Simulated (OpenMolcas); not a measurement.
**5s² 5p² along the 50-electron sequence**

```yaml
Program: OpenMolcas 26.06
Method: XMS-CASPT2, IPEA 0.25 Eh, imaginary shift 0.1 Eh
Basis: ANO-RCC-VTZP
Scalar_Hamiltonian: DKH2, point nucleus
Spin-orbit_coupling: state interaction with AMFI integrals over the reference wave functions, term energies averaged over their components
```

Active space for each ion: 2 electrons in 3 orbitals (5p); closed shells correlated by CASPT2: 4d 5s.

Computed levels in cm-1 above ³P₀:

```tsv
Level	Sb+	Te2+	I3+	Xe4+
³P₁	2620	4140	6030	8040
³P₂	5060	7360	10000	12730
¹D₂	12160	16130	20910	26050
¹S₀	23590	29570	36270	42810
weight of ³P in the lowest level (%)	96	94	93	91
```

Mixed levels, with the weight of the term that names them: I3+ ³P₂ (75 %), I3+ ¹D₂ (75 %), Xe4+ ³P₂ (71 %), Xe4+ ¹D₂ (71 %).

Measured, with the error of the calculation in %. Measured levels: Sb+ from NIST Handbook of Basic Atomic Spectroscopic Data; Te2+ from the list in Zhang, Palmeri, Quinet and Biemont, Astron. Astrophys. 551, A136 (2013); Xe4+ from Saloman, J. Phys. Chem. Ref. Data 33, 765 (2004).

```json
{"Level": "³P₁", "Sb+": "3055 (-14.4)", "Te2+": "4757 (-13.0)", "Xe4+": "9292 (-13.4)"}
{"Level": "³P₂", "Sb+": "5658 (-10.5)", "Te2+": "8167 (-9.8)", "Xe4+": "14127 (-9.9)"}
{"Level": "¹D₂", "Sb+": "12790 (-4.9)", "Te2+": "17360 (-7.1)", "Xe4+": "28411 (-8.3)"}
{"Level": "¹S₀", "Sb+": "23906 (-1.3)", "Te2+": "30398 (-2.7)", "Xe4+": "44470 (-3.7)"}
```

The fine-structure level ³P₂ changes by a factor of 2.52 from Sb+ to Xe4+. Its fourth root runs 8.43, 9.26, 10.00, 10.62, with steps per unit of Z of 0.83, 0.74, 0.62; equal steps would mean a (Z - σ)^4 law with constant σ.

¹D₂ changes by a factor of 2.14 over the same range, with steps per unit of Z of +3970, +4780, +5140 cm-1.

CASPT2 breaks the degeneracy within a term, and the mean is taken; among the terms shown or strongly mixed into the levels shown the widest spread is 790 cm-1 (5s² 5p² ¹D, Sb+). With the s shell closed, the reference lacks s² → p² mixing. Measured partners are found by configuration, term and J. A level has none where our copy of the source lacks it or the pairing is in doubt (some pairs that miss far off the trend of their configuration count as doubtful), and it then counts in no deviation. Levels of configurations outside the active space are missing.
